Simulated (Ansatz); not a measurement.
```yaml
crystal:
  periodic: [false, false, false]
  atoms:
    - {symbol: Si, position_ang: [-0.612671, 1.133730, 0.558554]}
    - {symbol: Sn, position_ang: [0.638880, -0.761822, -0.626750]}
    - {symbol: Cl, position_ang: [2.159968, -1.639062, 0.915307]}
    - {symbol: I, position_ang: [-1.113407, -2.713883, -1.186262]}
    - {symbol: H, position_ang: [-1.637102, 1.670810, -0.370773]}
    - {symbol: H, position_ang: [-1.247404, 0.545445, 1.761259]}
    - {symbol: H, position_ang: [0.355315, 2.193902, 0.934239]}
    - {symbol: H, position_ang: [1.548721, -0.486119, -2.041273]}
basis:
  gaussian: {orbitals: STO-3G, final_grid: {core_spheres: 5, valence_spheres: 4, degree: 11}}
magnetization: {spin_polarized: true, initial_magnetization: 3}
hamiltonian: {xc: {name: CAM-B3LYP}}
output: {forces: true}
```

```sh
$ ansatz run in.yaml --threads 4 --pin off --events-out ev --progress --plain --max-ram 10444MiB
```

Output, abridged:

```
Error: a molecule whose nuclei and cores have a total charge of 138 cannot have a net charge of 0 together with 3 unpaired electrons
```

(1) Something in this input is off. What?

Answers

(1) The number of unpaired electrons doesn't fit the electron count. The input was rejected before any iteration.
